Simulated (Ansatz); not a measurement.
Input file for CH6Si2Te (`[SiH3]C1[SiH2][Te]1`):

```yaml
crystal:
  periodic: [false, false, false]
  atoms:
    - {symbol: Si, position_ang: [-0.779219, 1.309936, 0.137271]}
    - {symbol: C, position_ang: [0.145570, -0.082122, -0.672942]}
    - {symbol: Si, position_ang: [1.011844, -1.375346, 0.312254]}
    - {symbol: Te, position_ang: [-1.088708, -1.951291, -0.770018]}
    - {symbol: H, position_ang: [-1.982658, 1.688761, -0.648257]}
    - {symbol: H, position_ang: [-1.193998, 0.879286, 1.496850]}
    - {symbol: H, position_ang: [0.103163, 2.506794, 0.252946]}
    - {symbol: H, position_ang: [0.566176, 0.124658, -1.655072]}
    - {symbol: H, position_ang: [1.032857, -1.216379, 1.782746]}
    - {symbol: H, position_ang: [2.267972, -1.935497, -0.232778]}
basis:
  gaussian: {orbitals: def2-TZVPP}
correlation: {method: ccsd_t}
```

```sh
$ ansatz run in.yaml --threads 4 --pin off --events-out ev --progress --plain --max-ram 10444MiB
```

Output of Ansatz, abridged:

```
Functional definition: HF
1605 factors; integrals over basis functions are off by at most 9.3e-4 eV
mean field evaluation 1: about -24113.6801 eV, gradient 2.5e1 eV
mean field evaluation 2: about -24114.0003 eV, gradient 2.5e1 eV
mean field evaluation 4: about -24116.2387 eV, gradient 5.1e0 eV
mean field evaluation 8: about -24116.3188 eV, gradient 2.7e-1 eV
mean field evaluation 16: about -24116.3193 eV, gradient 2.1e-6 eV
mean field -24116.31927276 eV, -886.2583866456 hartree, gradient 2.1e-6 eV, S^2 0.000000; 0 other end points of the search recorded, 0 dependent functions left out
15 core orbitals not correlated: weight in the atoms' cores, before any rotation towards them, 1.000 or more for the frozen orbitals, at most 0.000 for the correlated occupied ones
reference -24116.31927276 eV, -886.2583866456 hartree; 17, 17 occupied and 217, 217 virtual orbitals, 1605 factors
second order -24.12864156 eV of doubles, -0.00000000 eV of singles
cycle   1  -23.69464739 eV  change    4.3e-1 eV  update   1.2e-1
cycle   2  -24.42443400 eV  change   -7.3e-1 eV  update   3.6e-2
cycle   3  -24.53177563 eV  change   -1.1e-1 eV  update   1.6e-2
cycle   4  -24.51067730 eV  change    2.1e-2 eV  update   3.8e-3
cycle   5  -24.51216990 eV  change   -1.5e-3 eV  update   1.8e-3
cycle   6  -24.51265165 eV  change   -4.8e-4 eV  update   4.8e-4
cycle   7  -24.51229521 eV  change    3.6e-4 eV  update   2.0e-4
cycle   8  -24.51228532 eV  change    9.9e-6 eV  update   7.1e-5
cycle   9  -24.51235231 eV  change   -6.7e-5 eV  update   2.3e-5
cycle  10  -24.51232931 eV  change    2.3e-5 eV  update   9.6e-6
perturbative correction -0.88747984 eV, -0.0326142827 hartree
Total energy: -24141.71908191 eV, -887.1918124152 hartree
```

Run time 2.7 min (4 threads of an Arm Neoverse V2 on a shared host); peak host memory 5.3 GiB.

MP2 recovers 95.0 % of the CCSD(T) correlation energy and the triples give 3.5 %; T1 = 0.0118.
